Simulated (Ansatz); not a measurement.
The cluster Sn4O5, relaxed as a singlet with RKS PBE-D4/def2-SVP in Ansatz, starting from the GFN2-xTB geometry. Force threshold 0.02 eV/Å.

In the def2 sets Sn takes a core potential; there is no spin–orbit coupling. The structure holds one bond between oxygen atoms, so isomers without such links may lie far lower. Another isomer (singlet) lies 0.82 eV lower at PBE0-D4/def2-TZVP; other spin states weren't run for this one.

Start:

```xyz
9

Sn   -1.475   -1.744   -1.173
Sn    2.614   -0.869    0.296
Sn   -2.061    0.499    1.939
Sn    0.538    1.974   -0.546
O    -0.735    1.682    1.062
O     0.158   -0.212   -1.512
O     0.790   -1.319   -0.830
O     2.360    1.023    0.224
O    -2.190   -1.034    0.540
```

Problem. Estimate the energy that the relaxation releases and the steps that it takes.

Solution. 63.4 kJ/mol, in 18 steps; 37 s on 4 threads of AMD EPYC 7B13 on a shared host. No frequencies were taken in this run, so the end may be a saddle point.

Problem. Does the start keep its bonding?

Solution. Bonds formed: Sn2–O5 (atoms count from 1).

Problem. Predict the relaxed structure.

Solution. 
| atom | x (Å) | y (Å) | z (Å) |
| --- | --- | --- | --- |
| Sn1 | -1.430 | -1.712 | -1.223 |
| Sn2 | 1.828 | -0.391 | 0.969 |
| Sn3 | -1.844 | 0.382 | 1.911 |
| Sn4 | 0.540 | 1.899 | -0.731 |
| O5 | 0.022 | 0.907 | 1.206 |
| O6 | 0.090 | -0.127 | -1.630 |
| O7 | 0.712 | -1.234 | -0.807 |
| O8 | 2.365 | 1.214 | -0.156 |
| O9 | -2.281 | -0.938 | 0.460 |
Bond lengths (bridged metal pairs left out): 11 × O–Sn 2.01 to 2.26 Å; 1 × O–O 1.51 Å.
